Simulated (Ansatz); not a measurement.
Reaction (formal exchange of groups at a Ge–C bond): `[CH3][GeH3]` + `N=C1CC1F` → `N=C1C[CH]1[GeH3]` + `CF`

Calculated with Ansatz (gas phase, PBE0-D4/def2-TZVP geometries, no zero-point term in ΔE). CCSD(T)/CBS is the MP2 limit (def2-TZVPP, def2-QZVPP) plus CCSD(T) − MP2 in def2-TZVPP, frozen cores. This one scheme is used for every species. DFT in def2-TZVPP. For Ge outer-core shells are correlated without core-valence functions, which leaves a few kJ/mol of doubt a bond. Scalar relativity is left out up to krypton. One conformer a species, not always the lowest.

`[CH3][GeH3]`:

```xyz
8

C    -0.979    0.326    0.089
Ge    0.867   -0.288   -0.078
H    -1.124    0.834    1.043
H    -1.221    1.021   -0.716
H    -1.666   -0.520    0.037
H     1.838    0.903    0.000
H     1.076   -1.001   -1.427
H     1.210   -1.273    1.054
```

`N=C1CC1F`:

Cartesian coordinates in Å:
```
N -0.032 -1.392 1.312
C -0.033 -0.434 0.507
C -0.859 0.592 -0.128
C 0.597 0.379 -0.535
F 0.866 -0.170 -1.751
H 0.872 -1.869 1.299
H -1.110 1.518 0.380
H -1.617 0.226 -0.816
H 1.315 1.149 -0.268
```

`N=C1C[CH]1[GeH3]`:

Z-matrix (Å, degrees):
```
C
C 1 1.451
C 1 1.554 2 58.0
H 1 1.085 2 118.4 3 106.3
H 1 1.086 2 119.0 3 -106.5
N 2 1.253 1 144.5 3 -179.6
Ge 3 1.946 1 119.5 2 -109.4
H 3 1.087 1 115.8 2 106.3
H 6 1.022 2 110.5 1 179.4
H 7 1.538 3 109.9 1 -87.6
H 7 1.537 3 107.9 1 31.9
H 7 1.538 3 110.4 1 151.8
```

`CF`:

Cartesian coordinates in Å:
```
C 0.035 -0.040 0.031
F -0.748 0.859 -0.658
H 0.667 0.504 0.736
H 0.658 -0.588 -0.680
H -0.611 -0.736 0.571
```

```
             level  ΔE (kcal/mol)  difference from CCSD(T)/CBS
           ωB97X-V           -1.4                          1.6
            B2PLYP           -2.0                          1.0
              PBE0           -0.9                          2.1
     HF/def2-TZVPP           -2.4                          0.6
   CCSD/def2-TZVPP           -2.5                          0.5
CCSD(T)/def2-TZVPP           -2.7                          0.3
     HF/def2-QZVPP           -2.5                          0.5
    MP2/def2-QZVPP           -4.3                         -1.3
     MP2/CBS(def2)           -4.4                         -1.4
    CCSD/CBS(def2)           -2.9                          0.1
       CCSD(T)/CBS           -3.0                            0
```

Largest T1 diagnostic among the species: 0.012.

The D4 term adds −1.3 kcal/mol with B3LYP and −0.7 kcal/mol with PBE0; it sums over pairs of atoms, weighted by their polarisabilities, and B3LYP, whose exchange is more repulsive, gets the larger term.

B3LYP here is the variant with VWN-RPA as its local correlation; programs differ in this.
